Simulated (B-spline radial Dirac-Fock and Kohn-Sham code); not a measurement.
## Photoionisation of silicon ions at Cu Kα (8047.8 eV)

The computed values come from an atomic code on a B-spline grid: the independent-particle Dirac-Slater model, thresholds from Dirac-Fock. Cross sections in kb; a dash marks an empty subshell or a threshold above the photon energy.

```
  ion  configuration  total    1s    2p1/2   2p3/2      3s     3p1/2
   Si   [Ne] 3s2 3p2  2.953  2.73   0.0100  0.0193  0.0147  0.000198
  Si⁺   [Ne] 3s2 3p1  2.956  2.74   0.0100  0.0193  0.0164  0.000126
 Si⁶⁺   [He] 2s2 2p4  2.969  2.75  0.00805  0.0155       –         –
 Si⁷⁺   [He] 2s2 2p3  2.982  2.75  0.00674  0.0130       –         –
Si¹²⁺            1s2  2.848  2.85        –       –       –         –
```
